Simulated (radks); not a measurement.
Spherical quantum dot in the effective-mass picture: electrons in a parabolic well V = omega^2 r^2 / 2 with omega = 1.15, all in effective atomic units (hartree* = m*/eps^2 hartree, bohr* = eps/m* bohr), one dielectric constant everywhere. Calculated with a radial shooting solver with Libxc functionals: non-relativistic Kohn-Sham, LDA (Slater exchange, Perdew-Wang correlation), spin-polarised, spherical densities. Levels are named by radial order and angular momentum (1s, 1p, 1d, 2s, ...), and open shells are averaged over m.

N = 22, configuration 1s2 1p6 1d10 2s2 1f(up 2, down 0). This is the lowest configuration that the search found. Occupied and some empty levels:

| level | occupation | eigenvalue (hartree*) | <r> (bohr*) |
|---|---|---|---|
| 1s up | 1 | 12.079 | 1.585 |
| 1s down | 1 | 12.094 | 1.573 |
| 1p up | 3 | 12.593 | 1.965 |
| 1p down | 3 | 12.616 | 1.958 |
| 1d up | 5 | 13.185 | 2.234 |
| 1d down | 5 | 13.212 | 2.230 |
| 2s up | 1 | 13.338 | 1.927 |
| 2s down | 1 | 13.356 | 1.933 |
| 1f up | 2 | 13.844 | 2.447 |
| 1f down | 0 | 13.872 | 2.447 |
| 2p up | 0 | 14.067 | 2.174 |
| 2p down | 0 | 14.085 | 2.177 |
| 1g up | 0 | 14.559 | 2.629 |
| 1g down | 0 | 14.587 | 2.630 |
| 2d up | 0 | 14.830 | 2.399 |
| 2d down | 0 | 14.848 | 2.401 |

Energy (hartree*): total 185.822, kinetic 22.916, external 69.833, Hartree 103.60, exchange-correlation -10.529.
